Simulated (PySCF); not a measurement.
Compound: perfluorobutane, C₄F₁₀.
Atom-mapped SMILES: `[F:1][C:2]([F:3])([F:4])[C:5]([F:6])([F:7])[C:8]([F:9])([F:10])[C:11]([F:12])([F:13])[F:14]`

All values: PBE0/pcSseg-1 (PySCF, non-relativistic), on one gas-phase PBE0-D3(BJ)/def2-SVP geometry that isn't relaxed in the solvent. The solvent is an IEF-PCM continuum (cavity from Bondi-type radii × 1.2). Specific hydrogen bonds and non-electrostatic terms are outside this model.

Gas phase at PBE0/pcSseg-1: HOMO -10.76 eV, LUMO 0.77 eV, dipole 0.23 D.

What does the continuum do to the energy, the frontier levels and the dipole at PBE0/pcSseg-1 in benzene and chloroform?

```
   solvent      ε  E(solvent) − E(gas) (kcal/mol)  polarisation term (kcal/mol)  distortion of the solute (kcal/mol)  HOMO (eV)  LUMO (eV)  dipole (D)
   benzene  2.271                           -0.35                         -0.35                                 0.00     -10.71       0.83        0.25
chloroform  4.711                           -0.58                         -0.59                                 0.01     -10.68       0.85        0.25
```

Polarisation term: ½ Σ q·V over the induced surface charges. Distortion: the rise of the solute's own energy as its density leaves the gas-phase optimum. From benzene to chloroform the lowering changes by a factor 1.66, Onsager's factor (ε − 1)/(2ε + 1) by 1.55 and ε itself by 2.1.

Which ESP-fitted charges (PBE0/pcSseg-1) respond most in benzene (means over atoms taken as equivalent)?

| atoms | environment | gas (e) | solvent (e) | change |
| --- | --- | --- | --- | --- |
| C2/C11 | CF3 carbon | +0.485 | +0.493 | +0.008 |
| F1 (×6) | fluorine of a CF3 group | -0.140 | -0.142 | -0.002 |
| F6/F7/F9/F10 | fluorine of a CF2 group | -0.086 | -0.088 | -0.002 |
| C5/C8 | CF2 carbon | +0.106 | +0.107 | +0.001 |

Shape of the structure used: `[F:1][C:2]([F:3])([F:4])[C:5]([F:6])([F:7])[C:8]([F:9])([F:10])[C:11]([F:12])([F:13])[F:14]`: F1–C2–C5–F6 -68°, C2–C5–C8–F9 -66°, C5–C8–C11–F12 -71°.
